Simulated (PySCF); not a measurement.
**Pb(OH)4 relaxed at several levels**

Computed with PySCF 2.14.0, def2-SVP on the ligands, density fitting, scalar-relativistic core potentials, no spin-orbit coupling, vacuum. Each row is relaxed at its own level from the same template. Distances are means of the shortest metal–ligand contacts, charges and spins Mulliken's; removal energies are rigid, with the ligand's formal charge and no counterpoise, so too large; for an anion taken off a cation in vacuum most of it is the attraction of opposite charges, and multiply charged cations can part far more cheaply with an electron moved from ligand to metal.

```json
{"level": "r2SCAN", "basis on the metal": "def2-SVP with ECP60", "point group": "S4", "M–OH (Å)": "2.095", "charge on M (e)": "1.04", "dipole (D)": "0.08", "HOMO–LUMO gap (eV)": "3.33", "removal of one OH (eV)": "11.86", "strongest infrared band, degenerate modes summed (cm⁻¹)": "–", "unstable modes (below −25 cm⁻¹)": "not given"}
```

Question: What does the calculation give for BP86, def2-SVP with ECP60?

Answer: point group: S4, M–OH (Å): 2.122, charge on M (e): 0.86, dipole (D): 0.04, HOMO–LUMO gap (eV): 2.61, removal of one OH (eV): 11.70, strongest infrared band, degenerate modes summed (cm⁻¹): 893, unstable modes (below −25 cm⁻¹): 0.
```xyz
9

Pb    0.0511    0.4006    0.0044
O     0.0489   -1.1320    1.4733
H    -0.4672   -0.7637    2.2235
O     0.2854   -0.5808   -1.8623
H    -0.1203   -1.4676   -1.7415
O     1.6012    1.8468    0.0905
H     2.3451    1.4624   -0.4231
O    -1.7524    1.4793    0.3017
H    -1.5794    2.3730   -0.0665
```

One start shape was tried for each, so a minimum needn't be the lowest isomer.
